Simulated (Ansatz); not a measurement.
`[AlH2][B]([SiH3])O[SiH3]` + `C=C=C=N` → `C=C=C=[N][AlH2]` + `[SiH3]BO[SiH3]` at 500 K and 1 bar (cleavage of the Al–B bond).

Program: Ansatz. Geometries: PBE0-D4/def2-TZVP. ΔE: electronic, gas phase. CCSD(T)/CBS adds triple-zeta CCSD(T) − MP2 to the extrapolated MP2 energy (def2 sets, frozen cores). One conformer a species, not always the lowest.

| species | CCSD(T)/CBS energy (Eh) | H − E (kJ/mol) | S (J/(mol·K)) |
| --- | --- | --- | --- |
| `[AlH2][B]([SiH3])O[SiH3]` | -924.97253 | 251.8 | 499.1 |
| `C=C=C=N` | -170.55528 | 159.7 | 317.2 |
| `C=C=C=[N][AlH2]` | -413.19818 | 184.1 | 398.4 |
| `[SiH3]BO[SiH3]` | -682.38605 | 225.2 | 428.8 |

H − E and S are ideal-gas, rigid-rotor, harmonic terms from PBE0-D4/def2-TZVP, for one conformer and one mirror image of each species. 1 Eh = 2625.50 kJ/mol, R = 8.31446 J/(mol·K).

Question: By hand: ΔE, ΔH, ΔS and ΔG.

Answer: ΔE = (-413.19818) + (-682.38605) − (-924.97253) − (-170.55528) = -0.05642 Eh = -148.1 kJ/mol. Δ(H − E) = 184.1 + 225.2 − 251.8 − 159.7 = -2.2, so ΔH = -150.3 kJ/mol. ΔS = 398.4 + 428.8 − 499.1 − 317.2 = 10.9 J/(mol·K). ΔG = -150.3 − 500 × (10.9)/1000 = -155.8 kJ/mol.

Question: By hand: the equilibrium constant, and the temperature at which ΔG would vanish if ΔH and ΔS stayed fixed.

Answer: log₁₀ K = −ΔG/(RT ln 10) = 16.3. ΔH and −TΔS have one sign here, so there is no such temperature.

The number of gas molecules stays the same, so ΔS is small and ΔH decides. A doubt of 5 kJ/mol in ΔE shifts log₁₀ K by 0.5 here. Other conformers and mirror images would add mixing entropy, several J/(mol·K) or more a flexible species. Modes under 60 cm⁻¹, often nearly free rotors, make the harmonic entropy too high. These are equilibria of isolated gas molecules and say nothing of rates. Largest T1 diagnostic: 0.016 (customary marks: 0.02 for closed shells, 0.045 for open ones).

ΔS is within the doubt of such terms, so its sign, and with it that verdict, could turn.
